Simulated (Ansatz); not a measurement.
CH$_{5}$FMoN$_{2}$O (`C[N]=[Mo]([NH2])(=[O])[F]`). The species carries charge 0 and has multiplicity 1. Correlated methods include outer-core shells of Mo, which these sets cover unevenly. Mo: def2 effective core potential.

```xyz
11

C     0.124    0.345   -2.006
N     0.219   -0.210   -0.704
Mo   -0.465   -0.654    0.813
N     0.569    0.314    2.123
O    -2.073   -0.167    0.869
F    -0.310   -2.504    1.034
H     0.855    1.153   -2.116
H    -0.876    0.749   -2.203
H     0.355   -0.416   -2.758
H     0.178    0.580    3.015
H     1.425    0.810    1.933
```

(1) Give the diagnostics of a CCSD(T)/def2-TZVPP run (frozen core, the Gaussian-basis code of Ansatz). (Estimate.)

Results:

(1) Computed: T1 = 0.0220, largest single amplitude 0.041, largest double 0.037, (T) share of the correlation energy 5.4 %, 15 CCSD cycles. The RHF solution is unstable towards an unrestricted one. T1 lies over the customary mark of 0.02 for closed shells; compounds of d metals often pass it without a breakdown.
